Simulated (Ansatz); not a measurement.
CH$_{3}$F$_{3}$STi (`C[S][Ti]([F])([F])[F]`) at its PBE0-D4/def2-TZVP geometry, where that method's forces vanish. The species carries charge 0 and has multiplicity 1.

```xyz
9

C     1.4207   -0.2614    0.5402
S     0.7111    1.1820   -0.3199
Ti   -1.3641    0.3411   -0.5593
F    -1.2310   -1.1606   -1.4522
F    -2.3119    1.5481   -1.3858
F    -1.9738   -0.0377    1.0392
H     0.9038   -0.4449    1.4816
H     1.3828   -1.1471   -0.0933
H     2.4623   -0.0195    0.7495
```

What forces (eV/Å) does B3LYP-D4/def2-TZVPP give on these atoms in Ansatz? (An estimate is asked.)

The calculation gave: 
```
C1   0.174 -0.248  0.164
S2   0.089  0.312 -0.114
Ti3  0.079  0.090 -0.017
F4   0.037 -0.368 -0.218
F5  -0.227  0.298 -0.202
F6  -0.145 -0.093  0.393
H7   0.044 -0.005 -0.061
H8   0.008  0.048  0.058
H9  -0.059 -0.034 -0.003
```

B3LYP here is the variant with VWN-RPA as its local correlation; programs differ in this.
